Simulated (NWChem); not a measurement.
System: ZnHBr; SMILES [ZnH][Br]

Parts of the log:

```
             Northwest Computational Chemistry Package (NWChem) 7.3.0
             --------------------------------------------------------

 ORDER OF PRIMARY AXIS IS BEING SET TO 4
 C4V symmetry detected

                             Geometry "geometry" -> ""
                             -------------------------

 Output coordinates in angstroms (scale by  1.889725989 to convert to a.u.)

  No.       Tag          Charge          X              Y              Z
 ---- ---------------- ---------- -------------- -------------- --------------
    1 Zn                  30.0000     0.00000000     0.00000000    -1.17051452
    2 H                    1.0000     0.00000000     0.00000000    -2.69984152
    3 Br                  35.0000     0.00000000     0.00000000     1.08043648

 Effective nuclear repulsion energy (a.u.)     262.1250692995

      Symmetry information
      --------------------

 Group name             C4v
 Group number             18
 Group order               8
 No. of unique centers     3

                                 NWChem DFT Module
                                 -----------------

 Summary of "ao basis" -> "ao basis" (spherical)
 ------------------------------------------------------------------------------
       Tag                 Description            Shells   Functions and Types
 ---------------- ------------------------------  ------  ---------------------
 Zn                          6-31g*                 12       34   5s4p2d1f
 H                           6-31g*                  2        2   2s
 Br                          6-31g*                 12       32   5s4p3d

      Symmetry analysis of basis
      --------------------------

        a1         26
        a2          0
        b1          6
        b2          6
        e          30

            General Information
            -------------------
          SCF calculation type: DFT
          Wavefunction type:  closed shell.
          No. of atoms     :     3
          No. of electrons :    66
           Alpha electrons :    33
            Beta electrons :    33
          Charge           :     0
          Spin multiplicity:     1
          Use of symmetry is: on ; symmetry adaption is: on
          Maximum number of iterations: 150
          AO basis - number of functions:    68
                     number of shells:    26
          Convergence on energy requested:  1.00D-06
          Convergence on density requested:  1.00D-05
          Convergence on gradient requested:  5.00D-04

              XC Information
              --------------
                         B3LYP Method XC Potential
                     Hartree-Fock (Exact) Exchange  0.200
                        Slater Exchange Functional  0.800 local
                    Becke 1988 Exchange Functional  0.720 non-local
              Lee-Yang-Parr Correlation Functional  0.810
                  VWN I RPA Correlation Functional  0.190 local

             Grid Information
             ----------------
          Grid used for XC integration:  medium
          Radial quadrature: Mura-Knowles
          Angular quadrature: Lebedev.
          Tag              B.-S. Rad. Rad. Pts. Rad. Cut. Ang. Pts.
          ---              ---------- --------- --------- ---------
          Zn                  1.35      112           9.0       590
          H                   0.35       45          11.0       434
          Br                  1.15      112          10.0       590
          Grid pruning is: on
          Number of quadrature shells:   269
          Spatial weights used:  Erf1

      Superposition of Atomic Density Guess
      -------------------------------------

 Sum of atomic energies:       -4350.06659878

      Non-variational initial energy
      ------------------------------

 Total energy =   -4350.323047
 1-e energy   =   -6589.610561
 2-e energy   =    1977.162445
 HOMO         =      -0.377461
 LUMO         =       0.017125

      Symmetry analysis of molecular orbitals - initial
      -------------------------------------------------

 !! scf_movecs_sym_adapt:   12 vectors were symmetry contaminated

  Symmetry fudging

 !! scf_movecs_sym_adapt:   12 vectors were symmetry contaminated

  Numbering of irreducible representations:

     1 a1          2 a2          3 b1          4 b2          5 e

  Orbital symmetries:

     1 a1          2 a1          3 a1          4 a1          5 e
     6 e           7 a1          8 a1          9 e          10 e
    11 a1         12 a1         13 e          14 e          15 a1
    16 a1         17 e          18 e          19 a1         20 e
    21 e          22 b1         23 b2         24 a1         25 a1
    26 e          27 e          28 b1         29 b2         30 a1
    31 e          32 e          33 a1         34 a1         35 e
    36 e          37 a1         38 a1         39 e          40 e
    41 a1         42 e          43 e

     ---------------------------------------------
      Total Density - Mulliken Population Analysis
     ---------------------------------------------

    Atom       Charge   Shell Charges
 -----------   ------   -------------------------------------------------------
    1 Zn  30    29.30   2.00  2.00  6.00  2.00  6.00  0.64  0.32  0.35  0.04  6.81  3.14  0.00
    2 H    1     1.08   0.43  0.65
    3 Br  35    35.62   2.00  2.00  6.00  2.00  5.99  1.57  4.03  0.38  1.63  6.97  2.93  0.12

   convergence    iter        energy       DeltaE   RMS-Dens  Diis-err
 ---------------- ----- ----------------- --------- --------- ---------
 d= 0,ls=0.0,diis     1  -4353.5870903578 -4.62D+03  1.46D-02  2.28D-01
 d= 0,ls=0.0,diis     2  -4353.5935593053 -6.47D-03  7.74D-03  2.23D-01
 d= 0,ls=0.0,diis     3  -4353.6239247861 -3.04D-02  1.46D-03  1.05D-02
 d= 0,ls=0.0,diis     4  -4353.6249705670 -1.05D-03  2.70D-04  2.54D-03
 d= 0,ls=0.0,diis     5  -4353.6251040531 -1.33D-04  1.04D-04  8.89D-05
  Resetting Diis
 d= 0,ls=0.0,diis     6  -4353.6251092900 -5.24D-06  2.52D-05  4.53D-06
 d= 0,ls=0.0,diis     7  -4353.6251098914 -6.01D-07  1.17D-05  2.25D-07
 d= 0,ls=0.0,diis     8  -4353.6251098832  8.18D-09  5.79D-06  4.00D-07

         Total DFT energy =    -4353.625109883234
      One electron energy =    -6587.927269753967
           Coulomb energy =     2135.138517560988
    Exchange-Corr. energy =     -162.961426989769
 Nuclear repulsion energy =      262.125069299513

 Numeric. integr. density =       66.000007965253

                  Occupations of the irreducible representations
                  ----------------------------------------------

                     irrep           alpha         beta
                     --------     --------     --------
                     a1               15.0         15.0
                     a2                0.0          0.0
                     b1                2.0          2.0
                     b2                2.0          2.0
                     e                14.0         14.0

                       DFT Final Molecular Orbital Analysis
                       ------------------------------------

 Vector   31  Occ=2.000000D+00  E=-3.232995D-01  Symmetry=a1
              MO Center= -1.2D-16, -6.5D-17, -9.0D-01, r^2= 4.4D+00
   Bfn.  Coefficient  Atom+Function         Bfn.  Coefficient  Atom+Function
  ----- ------------  ---------------      ----- ------------  ---------------
    49      0.512886  3 Br pz                13     -0.302336  1 Zn pz
    35      0.254782  2 H  s                 36      0.248822  2 H  s
    45     -0.234104  3 Br pz                53      0.158809  3 Br pz
     9      0.112582  1 Zn pz                10     -0.112147  1 Zn s
    50      0.095679  3 Br s                 14      0.075556  1 Zn s

 Vector   32  Occ=2.000000D+00  E=-2.928037D-01  Symmetry=e
              MO Center= -4.2D-16, -3.2D-16,  9.6D-01, r^2= 1.7D+00
   Bfn.  Coefficient  Atom+Function         Bfn.  Coefficient  Atom+Function
  ----- ------------  ---------------      ----- ------------  ---------------
    48      0.580953  3 Br py                47     -0.472856  3 Br px
    52      0.267095  3 Br py                44     -0.262818  3 Br py
    51     -0.217397  3 Br px                43      0.213916  3 Br px
    40      0.078858  3 Br py                19     -0.076398  1 Zn d -1
    12      0.071440  1 Zn py                39     -0.064185  3 Br px

 Vector   33  Occ=2.000000D+00  E=-2.928037D-01  Symmetry=e
              MO Center=  3.2D-17, -5.6D-16,  9.6D-01, r^2= 1.7D+00
   Bfn.  Coefficient  Atom+Function         Bfn.  Coefficient  Atom+Function
  ----- ------------  ---------------      ----- ------------  ---------------
    47      0.580953  3 Br px                48      0.472856  3 Br py
    51      0.267095  3 Br px                43     -0.262818  3 Br px
    52      0.217397  3 Br py                44     -0.213916  3 Br py
    39      0.078858  3 Br px                21      0.076398  1 Zn d  1
    11      0.071440  1 Zn px                40      0.064185  3 Br py

 Vector   34  Occ=0.000000D+00  E=-3.115201D-02  Symmetry=e
              MO Center= -1.0D-16, -1.1D-16, -1.2D+00, r^2= 5.1D+00
   Bfn.  Coefficient  Atom+Function         Bfn.  Coefficient  Atom+Function
  ----- ------------  ---------------      ----- ------------  ---------------
    16      0.674574  1 Zn py                12      0.443288  1 Zn py
    52     -0.236812  3 Br py                48     -0.205891  3 Br py
    15     -0.148985  1 Zn px                 8     -0.113320  1 Zn py
    11     -0.097904  1 Zn px                44      0.090173  3 Br py
     4      0.052201  1 Zn py                51      0.052302  3 Br px

 Vector   35  Occ=0.000000D+00  E=-3.115201D-02  Symmetry=e
              MO Center=  1.7D-15,  3.3D-16, -1.2D+00, r^2= 5.1D+00
   Bfn.  Coefficient  Atom+Function         Bfn.  Coefficient  Atom+Function
  ----- ------------  ---------------      ----- ------------  ---------------
    15      0.674574  1 Zn px                11      0.443288  1 Zn px
    51     -0.236812  3 Br px                47     -0.205891  3 Br px
    16      0.148985  1 Zn py                 7     -0.113320  1 Zn px
    12      0.097904  1 Zn py                43      0.090173  3 Br px
     3      0.052201  1 Zn px                52     -0.052302  3 Br py

 Vector   36  Occ=0.000000D+00  E=-2.871356D-02  Symmetry=a1
              MO Center= -2.1D-15, -4.5D-17, -7.2D-01, r^2= 5.2D+00
   Bfn.  Coefficient  Atom+Function         Bfn.  Coefficient  Atom+Function
  ----- ------------  ---------------      ----- ------------  ---------------
    14      0.965572  1 Zn s                 50     -0.565299  3 Br s
    17      0.522206  1 Zn pz                36     -0.471290  2 H  s
    53      0.462248  3 Br pz                10     -0.453646  1 Zn s
    49      0.330277  3 Br pz                46      0.250379  3 Br s
    20      0.190929  1 Zn d  0              35     -0.176243  2 H  s

     ---------------------------------------------
      Total Density - Mulliken Population Analysis
     ---------------------------------------------

    Atom       Charge   Shell Charges
 -----------   ------   -------------------------------------------------------
    1 Zn  30    29.63   2.00  2.00  6.00  2.00  6.00  0.86  0.62  0.17  0.09  6.78  3.12  0.00
    2 H    1     1.04   0.48  0.56
    3 Br  35    35.33   2.00  2.00  6.00  2.00  5.99  1.63  3.84  0.31  1.54  6.95  2.92  0.16

     -------------------------------------------
      Total Density - Lowdin Population Analysis
     -------------------------------------------

    Atom       Charge   Shell Charges
 -----------   ------   -------------------------------------------------------
    1 Zn  30    29.77   2.00  2.00  5.99  1.98  5.97  0.65  0.63  0.34  0.29  6.64  3.27  0.01
    2 H    1     1.03   0.46  0.57
    3 Br  35    35.21   2.00  2.00  5.99  2.00  5.90  1.27  3.49  0.56  1.97  6.71  3.08  0.24

     Multipole analysis of the density
     ---------------------------------

     L   x y z        total         alpha         beta         nuclear
     -   - - -        -----         -----         ----         -------
     0   0 0 0     -0.000000    -33.000000    -33.000000     66.000000

     1   1 0 0      0.000000      0.000000      0.000000      0.000000
     1   0 1 0     -0.000000     -0.000000     -0.000000      0.000000
     1   0 0 1     -0.687695     -0.343847     -0.343847      0.000000

     2   2 0 0    -24.252613    -12.126307    -12.126307      0.000000
     2   1 1 0      0.000000      0.000000      0.000000      0.000000
     2   1 0 1     -0.000000     -0.000000     -0.000000      0.000000
     2   0 2 0    -24.252613    -12.126307    -12.126307      0.000000
     2   0 1 1     -0.000000     -0.000000     -0.000000      0.000000
     2   0 0 2    -27.376852   -173.045878   -173.045878    318.714905
```

Level: B3LYP/6-31G* (spherical d). Coordinates come from a PBE-D3(BJ)/def2-SVP optimisation. B3LYP is NWChem's, with the RPA form of VWN correlation.

Q: Which NWChem input produces such a log?

A: This is not unique; one that fits is the input that was run:
```
start job
memory heap 200 mb stack 900 mb global 1100 mb
geometry units angstroms noautoz
  Zn     0.000000     0.000000    -1.145806
  H      0.000000     0.000000    -2.675133
  Br     0.000000     0.000000     1.105145
end
basis spherical
  Zn library 6-31g*
  H library 6-31g*
  Br library 6-31g*
end
dft
  xc b3lyp
  iterations 150
  mulliken
end
task dft energy
```
